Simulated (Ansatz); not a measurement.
Isomers of TiB7⁻ (singlet), found by a short tight-binding search and relaxed with PBE-D4/def2-SVPD in Ansatz.

HSE06 is defined as in plane-wave codes, on full-range PBE exchange.

Run but left out: HF/def2-SVPD, MP2/def2-SVPD, CCSD/def2-SVPD, CCSD(T)/def2-SVPD (flagged by the program: large difference); HF/def2-TZVPD, MP2/def2-TZVPD (A: restricted singlet, unstable towards broken spin symmetry).

A: The restricted singlet is unstable towards broken spin symmetry in Hartree–Fock (as tested in another run); at PBE-D4/def2-TZVPD, r2SCAN-D4/def2-TZVPD, B97M-V/def2-TZVPD, r2SCANh-D4/def2-TZVPD and others this wasn't settled. B: The restricted singlet is unstable towards broken spin symmetry in Hartree–Fock (as tested in another run); at PBE-D4/def2-TZVPD, r2SCAN-D4/def2-TZVPD, B97M-V/def2-TZVPD, r2SCANh-D4/def2-TZVPD and others this wasn't settled. At PBE-D4/def2-TZVPD, r2SCAN-D4/def2-TZVPD, B97M-V/def2-TZVPD the highest occupied level of the charge -1 singlet lies above zero (up to 0.16 eV). The electron is either unbound and held by the finite basis, or the level is raised by self-interaction error.

Other spin states weren't relaxed.

A:

```xyz
8

Ti   -0.381    1.962    0.402
B    -0.858    0.746   -1.167
B    -0.701   -0.095    0.590
B     0.997   -0.928    0.919
B     1.038    0.655    1.071
B    -0.776   -0.843   -1.178
B     0.635    0.150   -0.531
B     0.046   -1.647   -0.106
```

B:

```tsv
atom	x (Å)	y (Å)	z (Å)
Ti1	-0.955	2.125	0.663
B2	0.207	0.775	1.571
B3	0.005	-0.011	-0.003
B4	0.947	-0.596	1.430
B5	0.353	-1.448	-1.167
B6	-0.549	-0.290	-1.707
B7	1.014	-1.583	0.219
B8	-1.022	1.027	-1.006
```

**Question.** Estimate their order by electronic energy at PBE0-D4/def2-TZVPD, counted from the lowest.

**Answer.** A (0.0) < B (19.9), in kcal/mol.

**Question.** Do the other levels pick the same lowest one?

**Answer.** All that were run do. Energies above each level's lowest (kcal/mol):

```tsv
level	A	B
PBE-D4/def2-TZVPD	0.0	15.4
r2SCAN-D4/def2-TZVPD	0.0	16.5
B97M-V/def2-TZVPD	0.0	19.5
r2SCANh-D4/def2-TZVPD	0.0	18.4
PBE0-D4/def2-TZVPD	0.0	19.9
HSE06-D4/def2-TZVPD	0.0	18.8
```
Point groups (tolerance 0.1 Å): A Cs, B C2v. Lower isomers may exist.
